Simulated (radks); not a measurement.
Problem. These are the eigenvalues of the occupied orbitals of an atom or ion with whole-number occupations (hartree). All-electron calculation, Dirac Kohn-Sham, LDA (Slater exchange, Perdew-Wang correlation), spin-unpolarised, spherical densities, point nucleus. Program: a radial shooting solver on a logarithmic mesh with Libxc functionals.

orbital  eigenvalue
1s1/2     -2963.544
2s1/2     -524.0050
2p1/2     -502.6589
2p3/2     -435.2595
3s1/2     -125.0252
3p1/2     -115.4184
3p3/2     -100.5480
3d3/2     -84.56427
3d5/2     -81.36608
4s1/2     -28.51500
4p1/2     -24.42025
4p3/2     -20.84386
4d3/2     -14.13566
4d5/2     -13.46924
5s1/2      -5.69173
4f5/2      -4.85112
4f7/2      -4.71015
5p1/2      -4.33635
5p3/2      -3.69204
5d3/2      -1.82023
5d5/2      -1.74393
5f5/2      -0.46339

Which element is it, and in what charge state? The configuration may be excited. Open shells, if any, fill j = l - 1/2 first.

Solution. Z = 79, gold, charge +3: Au3+ in [Kr] 4d10 4f14 5s1 5p6 5d8 5f1. The list shows which subshells hold electrons but not how many an open one holds; the 1s level, -2963.5 hartree, gives Z - s = 77.0 by -(Z - s)^2/2, which with screening and relativity narrows Z to a few neighbours, and the depths of the outer levels then fix element, charge and occupations together.
